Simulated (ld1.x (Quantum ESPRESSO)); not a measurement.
**Transferability test, PAW potential for Ag (Z = 47)**

| Property | Result |
| --- | --- |
| Element | silver |
| Generator | ld1.x (Quantum ESPRESSO) 7.5 |
| Type | PAW |
| Functional | PBEsol |
| Relativity | fully relativistic |
| Frozen core | [Ar] 3d10 |
| Valence charge | 19 |
| Reference configuration | 4s2 4p6 4d9 5s2 5p0 |
| Partial waves | 4s (bound): rcut 1.40, rcutus 1.75 bohr; 5s (bound): rcut 1.40, rcutus 1.75 bohr; 4p (bound): rcut 1.35, rcutus 1.55 bohr; 5p (bound, empty): rcut 1.35, rcutus 1.55 bohr; 4d (bound): rcut 1.50, rcutus 1.80 bohr; 4d channel at 4.4 Ry: rcut 1.50, rcutus 1.80 bohr |
| Local potential | all-electron potential smoothed inside 1.30 bohr (lloc = -1) |
| Core correction | a·sin(br)/r model core inside 1.50 bohr |
| Augmentation charge | PSQ, inside the norm-conserving radii |

Open shells are filled in proportion to 2j + 1 (rel_dist='average').

Energies are relative to the spin-unpolarised reference configuration 4s2 4p6 4d9 5s2 5p0; without spin polarisation the order of configurations can differ from experiment.

```json
{"valence configuration": "4s2 4p6 4d10 5s1 5p0", "charge": "0", "ΔE all-electron (eV)": "-4.052", "error AE − PS (meV)": "+2.3"}
{"valence configuration": "4s2 4p6 4d9 5s0 5p0", "charge": "+2", "ΔE all-electron (eV)": "25.810", "error AE − PS (meV)": "+0.5"}
{"valence configuration": "4s2 4p5 4d10 5s1 5p0", "charge": "+1", "ΔE all-electron (eV)": "61.267", "error AE − PS (meV)": "+6.9"}
{"valence configuration": "4s1 4p6 4d10 5s1 5p0", "charge": "+1", "ΔE all-electron (eV)": "97.899", "error AE − PS (meV)": "+5.0"}
{"valence configuration": "4s2 4p6 4d8 5s0 5p0", "charge": "+3", "ΔE all-electron (eV)": "61.990", "error AE − PS (meV)": "+7.3"}
```

(1) What are ΔE and the potential's error for 4s2 4p6 4d10 5s0 5p0?

(2) What are ΔE and the potential's error for 4s2 4p6 4d7 5s0 5p0?

Levels in the configuration 4s2 4p6 4d10 5s0 5p0:

```
   level  all-electron (eV)  pseudo (eV)
4s j=1/2           -103.124     -103.135
4p j=1/2            -70.247      -70.256
4p j=3/2            -65.150      -65.157
4d j=3/2            -15.986      -15.990
4d j=5/2            -15.418      -15.422
```

The ghost test of this file was not conclusive.

Results:

(1) ΔE = 3.695 eV all-electron; the error (AE − PS) is +2.0 meV.

(2) ΔE = 113.678 eV all-electron; the error (AE − PS) is +26 meV.
